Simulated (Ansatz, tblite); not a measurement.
Cost and result up the ladder for the cluster TaSi₇ (the lowest doublet isomer of a short search) (8 atoms). The state is a doublet with charge 0. Geometry: PBE-D4/def2-SVP.

| atom | x (Å) | y (Å) | z (Å) |
| --- | --- | --- | --- |
| Ta1 | 0.316 | -0.641 | 2.623 |
| Si2 | 1.757 | -1.792 | 0.976 |
| Si3 | -0.897 | 0.105 | -1.224 |
| Si4 | -0.781 | 1.570 | -2.971 |
| Si5 | -0.514 | -1.762 | 0.219 |
| Si6 | 0.839 | 0.449 | 0.466 |
| Si7 | 0.884 | 1.889 | -1.414 |
| Si8 | -1.603 | 0.182 | 1.326 |

Ansatz on 4 threads of Arm Neoverse V1 on a shared host; xTB runs through tblite on one thread. Times are rough, summed over both states, and most runs start from the orbitals of an earlier one. No level here is sound enough to serve as a yardstick. The other state is a singlet.

In the def2 sets Ta takes a core potential; there is no spin–orbit coupling. The xTB rows come from tblite. The structure comes from a short search, and lower isomers may exist.

Raw xTB energies of ions are shifted by several eV, and xTB has no spin-polarisation term.

```csv
level,functions,wall time
GFN1-xTB,72,0.036 s
GFN2-xTB,72,0.074 s
PBE-D4/def2-TZVP,299,21 s
r2SCAN-D4/def2-TZVP,299,69 s
PBE0-D4/def2-TZVP (with forces),299,75 s
```

Task: Estimate what each level gives for the vertical IE (eV).

Result: 
| level | vertical IE (eV) | remarks |
| --- | --- | --- |
| GFN1-xTB | 10.78 | – |
| GFN2-xTB | 8.30 | – |
| PBE-D4/def2-TZVP | 6.46 | restricted singlet, untested (+1 singlet) |
| r2SCAN-D4/def2-TZVP | 6.63 | restricted singlet, untested (+1 singlet) |
| PBE0-D4/def2-TZVP (with forces) | 6.65 | restricted singlet, untested (+1 singlet) |
